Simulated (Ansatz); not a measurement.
Mg2Zn2. Total charge 0; triplet. Geometry PBE/def2-SVP; atoms count from 1.

Cartesian coordinates in Å:
```
Mg 1.4750 0.1911 -0.1377
Mg -0.1146 0.8500 2.2068
Zn -0.0607 -0.8342 -2.0928
Zn -1.2996 -0.2069 0.0236
```

At PBE0/def2-TZVP a singlet of charge 0 lies 1.33 eV below the triplet, each at its own geometry. The structure comes from a short search, and lower isomers may exist.

Q: Estimate the Mulliken populations from the PBE0/def2-TZVP orbitals of Ansatz.

A: 
| atom | charge (e) | spin (α − β) | d electrons |
| --- | --- | --- | --- |
| Mg1 | 0.06 | 0.52 | – |
| Mg2 | 0.03 | 0.73 | – |
| Zn3 | -0.05 | 0.46 | 10.01 |
| Zn4 | -0.04 | 0.29 | 10.02 |
Mulliken values depend strongly on the basis.

Q: Where does the spin sit?

A: Summed by element: Mg 1.25, Zn 0.75, of 2 unpaired in all. Largest on single atoms: Mg2 0.73, Mg1 0.52, Zn3 0.46.

Q: And the Mayer bond orders between heavy atoms (over 0.3)?

A: Mg1–Zn3 0.67 (2.69 Å); Mg1–Zn4 0.61 (2.81 Å); Mg2–Zn4 0.72 (2.70 Å); Zn3–Zn4 0.65 (2.53 Å); Mg1–Mg2 0.64 (2.91 Å).
